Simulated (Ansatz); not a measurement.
C$_{9}$H$_{18}$, SMILES `CCCC1CCCCC1` at its PBE0-D4/def2-TZVP geometry, where that method's forces vanish. Total charge 0; spin multiplicity 1.

```xyz
27

C    -2.8791    1.8593    0.8025
C    -1.4972    1.7728    0.1780
C    -0.6691    0.6327    0.7488
C     0.7715    0.5733    0.2421
C     1.5903   -0.4792    0.9927
C     1.2024   -1.9051    0.6194
C     1.2973   -2.1271   -0.8841
C     0.4781   -1.0967   -1.6497
C     0.8805    0.3209   -1.2637
H    -2.8144    2.0170    1.8829
H    -3.4617    2.6816    0.3807
H    -3.4424    0.9358    0.6396
H    -1.5990    1.6552   -0.9056
H    -0.9628    2.7181    0.3313
H    -0.6415    0.7327    1.8413
H    -1.1853   -0.3135    0.5528
H     1.2193    1.5541    0.4489
H     2.6515   -0.3323    0.7567
H     1.4881   -0.3285    2.0725
H     0.1795   -2.1127    0.9537
H     1.8454   -2.6151    1.1482
H     2.3479   -2.0462   -1.1918
H     0.9749   -3.1406   -1.1414
H    -0.5873   -1.2522   -1.4431
H     0.6030   -1.2382   -2.7274
H     0.2872    1.0514   -1.8204
H     1.9228    0.4825   -1.5649
```

**Question.** What forces (eV/Å) does B3LYP-D4/def2-TZVPP give on these atoms in Ansatz 0.2.0? (Estimate.)

**Answer.** The calculation gave: 
```
C1  -0.215  0.030  0.085
C2   0.069  0.144 -0.172
C3  -0.094 -0.151  0.162
C4   0.092  0.205  0.058
C5   0.199  0.064  0.202
C6  -0.052 -0.207  0.192
C7   0.123 -0.218 -0.117
C8  -0.184 -0.061 -0.212
C9   0.071  0.208 -0.199
H10 -0.013 -0.005 -0.048
H11  0.016 -0.038  0.024
H12  0.017  0.045  0.011
H13  0.004  0.016  0.064
H14 -0.030 -0.044 -0.014
H15 -0.007 -0.009 -0.060
H16  0.028  0.071  0.021
H17 -0.025 -0.057 -0.010
H18 -0.053 -0.009  0.028
H19  0.018 -0.008 -0.058
H20  0.067 -0.001 -0.012
H21 -0.038  0.031 -0.023
H22 -0.054 -0.018  0.011
H23  0.024  0.048  0.009
H24  0.062  0.005 -0.028
H25 -0.014  0.005  0.052
H26  0.049 -0.047  0.026
H27 -0.061  0.000  0.005
```

B3LYP here is the variant with VWN-RPA as its local correlation; programs differ in this.
